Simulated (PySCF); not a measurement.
Sn(OH)(NH2) (H3NOSn), SMILES [Sn]([OH])[NH2] (connectivity only; charge and spin as stated), neutral, multiplicity 1. Atoms are numbered in the order given.

```xyz
6

Sn     0.3770     0.0529     0.0000
O     -1.0773     1.4276     0.0000
H     -1.9845     1.1035     0.0000
N     -0.8427    -1.5814     0.0000
H     -1.8532    -1.5696     0.0000
H     -0.4973    -2.5304     0.0000
```

Geometry optimised at B3LYP-D3(BJ)/def2-TZVP. The def2 effective core potentials stand for the cores of Sn; spin–orbit coupling is left out. Other conformers were not sampled.

Method: PySCF with r2SCAN/def2-TZVPD.

Mulliken values depend strongly on the basis, most of all with diffuse functions as here. ESP charges are fitted to the potential on shells at 1.4 to 2.0 van der Waals radii. Atomic charges (e):

| atom | ESP fit | Mulliken |
|---|---|---|
| Sn1 | 0.42 | 0.70 |
| O2 | -0.64 | -0.72 |
| H3 | 0.39 | 0.29 |
| N4 | -0.80 | -0.59 |
| H5 | 0.31 | 0.16 |
| H6 | 0.31 | 0.15 |
